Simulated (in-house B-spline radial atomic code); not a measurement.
Atomic self-consistent-field run: Kr IV (Kr3+) (with a hole in an inner shell). Computed with an all-electron radial atomic-structure program (B-spline basis): Dirac-Kohn-Sham LDA VWN5, spherical fractional occupations, Fermi nucleus of rms radius 4.1884 fm.

In the input, a minus or plus after the letter marks the j = l - 1/2 or j = l + 1/2 subshell.

Command:
```bash
python run_scf.py task.json out
```
Settings (nuclear radius in fm, mass in u):
```
Z                36
configuration    1s2 2s2 2p6 3s2 3p-2 3p+3 3d10 4s2 4p4
hamiltonian      dirac
method           lda,vwn
spin_polarised   False
nucleus          fermi
rms_radius       4.1884
atomic_mass      83.9115
speed_of_light   137.035999084
```

Output (hartree, bohr):
```
 radial grid: 69 intervals, B-splines of order 8, outer radius 28.1081 bohr

 iter        energy (Eh)    residual
    1       -2774.161518    3.44e-01
    2       -2775.512465    3.05e-01
    3       -2777.025347    2.88e-02
    4       -2777.046218    8.77e-03
    5       -2777.047686    2.67e-03
    6       -2777.047812    7.61e-04
    7       -2777.047822    4.83e-05
    8       -2777.047822    2.43e-06
    9       -2777.047822    4.91e-08

 total energy                     -2777.04782
 kinetic                            2851.2059
 electron-nucleus                  -6651.8441
 Hartree                            1114.5508
 exchange-correlation                -90.9604

 first-order corrections (not in the total)
   Gaunt                             1.5681
   retardation                      -0.1502
   frequency dependence             -0.0069
   self-energy                       1.0546
   Uehling                          -0.1087
   Wichmann-Kroll                    0.0012
   recoil                            0.0132

 orbital      occ     eigenvalue          <r>       <r^2>       <1/r>       r_max    small
 1s1/2      2.000      -521.6529    0.0415337  0.00232337     36.7196     0.02711  1.70e-02
 2s1/2      2.000       -70.5972     0.183425   0.0397256     8.21959      0.1545  3.39e-03
 2p1/2      2.000       -64.0925     0.157351   0.0303939       8.197      0.1211  3.39e-03
 2p3/2      4.000       -62.1145     0.161341   0.0318249     7.91193      0.1244  3.30e-03
 3s1/2      2.000       -11.6923     0.526728    0.318756     2.73481      0.4659  8.44e-04
 3p1/2      2.000        -9.3842     0.527786    0.325642     2.62775      0.4551  7.96e-04
 3p3/2      3.000        -9.0857     0.537905    0.338033     2.55958      0.4638  7.74e-04
 3d3/2      4.000        -5.0396     0.537423    0.352831     2.33202      0.4039  6.62e-04
 3d5/2      6.000        -4.9892     0.540968    0.357363     2.31462      0.4065  6.55e-04
 4s1/2      2.000        -2.3099      1.41693     2.27237    0.951611       1.261  1.69e-04
 4p1/2      1.333        -1.7263       1.5781     2.83969    0.843719       1.378  1.38e-04
 4p3/2      2.667        -1.6890      1.60423     2.93333    0.827272       1.402  1.34e-04
```

Run time, properties included: 0.86 s on 1 thread of Arm Neoverse V1, on a shared host.

For the Dirac Hamiltonian the kinetic term is c α·p + (β - 1)c².
